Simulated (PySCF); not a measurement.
Atom-mapped SMILES (the numbers label the heavy atoms): `[Cl:1][SiH:2]([Cl:3])[Cl:4]`. Each H is labelled by its parent atom.

Geometry: PBE0-D3(BJ)/def2-SVP; GIAO absolute shieldings from PySCF 2.14.0 with density-fitted response routines, gas phase, non-relativistic, averaged over equivalent atoms.

At PBE0/6-31G* (74 basis functions, 3.9 s wall time on 1 thread of an Arm Neoverse V1, shared host):
```csv
atoms,σ (ppm)
Cl1/Cl3/Cl4,831.9
Si2,378.7
H(Si2),25.96
```

Question: Predict the values at PBE0/cc-pVDZ on the same geometry.

Answer: 
```json
{"atoms": "Cl1/Cl3/Cl4", "σ at PBE0/cc-pVDZ": "841.6", "change": "+9.7"}
{"atoms": "Si2", "σ at PBE0/cc-pVDZ": "397.1", "change": "+18.4"}
{"atoms": "H(Si2)", "σ at PBE0/cc-pVDZ": "25.13", "change": "-0.83"}
```

The largest change is at Si2 (silicon bonded to 3 Cl, H). Cost: 77 basis functions, 4 s wall time on 1 thread of an Arm Neoverse V1, shared host.
